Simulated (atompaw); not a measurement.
Pseudopotential generation for N: PAW (atompaw), PBE, scalar-relativistic.

atompaw 4.2.0.5 input, output lines left out:

```
N 7
GGA-PBE scalarrelativistic loggrid 1500 logderivrange -3 5 201
2 2 0 0 0 0
2 1 3
0 0 0
c
v
v
1
1.45 1.40 1.00 1.00
y
-1
n
y
0.05
n
custom rrkj vanderbiltortho sinc
bessel
1.45
1.45
1.45
1.45
```

All-electron outer shells of the reference configuration (PBE, scalar-relativistic, ld1.x):

```json
{"shell": "1s", "level (eV)": "-384.72", "outermost node (bohr)": "–", "outermost maximum (bohr)": "0.15"}
{"shell": "2s", "level (eV)": "-18.58", "outermost node (bohr)": "0.32", "outermost maximum (bohr)": "1.02"}
{"shell": "2p", "level (eV)": "-7.09", "outermost node (bohr)": "–", "outermost maximum (bohr)": "0.98"}
```

Calculated quality:

- Cutoffs needed: 30 Ry and 40 Ry (the cutoffs (Ry, on a coarse ladder) from which the occupation-weighted sum of valence levels, in a spherical-Bessel basis at the reference potential, stays within 10 and 1 mRy of its value at 400 Ry)
- Ghost test: no extra level below or beside the all-electron valence levels (s, p, d, f tested) (spherical-Bessel basis up to 400 Ry, 20 bohr box)
- Lowest eigenvalue of the overlap operator: 0.63 (s channel)
- Overlap eigenvalues printed by atompaw (projector basis): 0.292, 0.646, 1.04e+03, 1.36e+03
- Share of each valence orbital outside the PAW sphere: 2s 34 %, 2p 42 %

Generation and tests took about 1.9 s on one core of a shared server CPU.
